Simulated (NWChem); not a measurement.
## Lowest excitation of H4SSi

```xyz
6

Si     0.9643     0.3744     0.0000
S     -1.0100    -0.4740     0.0000
H      1.2116     1.2106     1.2123
H      1.8853    -0.7965     0.0000
H      1.2116     1.2106    -1.2123
H     -1.6493     0.7167     0.0000
```
Charge 0, spin multiplicity 1.

Program: NWChem. All single points use one geometry, from PBE0/def2-SVP, a minimum by its harmonic frequencies.

Basis set: def2-SVPD.

```tsv
method	lowest vertical singlet excitation energy (eV)	relative cost	difference from EOM-CCSD
TD-PBE	5.47	under 3	-0.66
TDA-LDA (SVWN5)	5.38	1	-0.76
EOM-CCSD	6.14	9	0.00
TD-B3LYP	5.76	5	-0.38
CIS	6.57	under 3	+0.43
```

The values span 1.18 eV, from TDA-LDA (SVWN5) (lowest) to CIS (highest). Relative cost: rough, from shared machines, SCF included, TDA-LDA (SVWN5) = 1.

The correlated methods keep 10 core orbitals frozen. B3LYP has NWChem's definition, with VWN1-RPA local correlation. The structure started from a generated list of species. No row is a measurement; the coupled-cluster row has its own basis-set and correlation limits.
